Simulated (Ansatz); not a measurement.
Ansatz results at the PBE0-D4/def2-TZVP geometry: HOMO energy (B3LYP/def2-TZVPP) -8.05 eV; HOMO–LUMO gap (PBE0/def2-TZVPP) 5.51 eV; LUMO energy (B3LYP/def2-TZVPP) -2.94 eV.

Each molecule was computed in one conformer, which needn't be the lowest.

Question: Which molecule gave them?
A. `B/C=C(\F)[SiH3]`
B. `C=C(F)B[SiH3]`
C. `N[Si](S)(Cl)C=O`
D. `B[SiH](F)C=C`

Answer: B. The others give `B/C=C(\F)[SiH3]`: -8.02, 5.87, -2.57; `N[Si](S)(Cl)C=O`: -6.87, 5.27, -2.04; `B[SiH](F)C=C`: -7.58, 5.23, -2.76.

B3LYP here is the variant with VWN-RPA as its local correlation; programs differ in this.
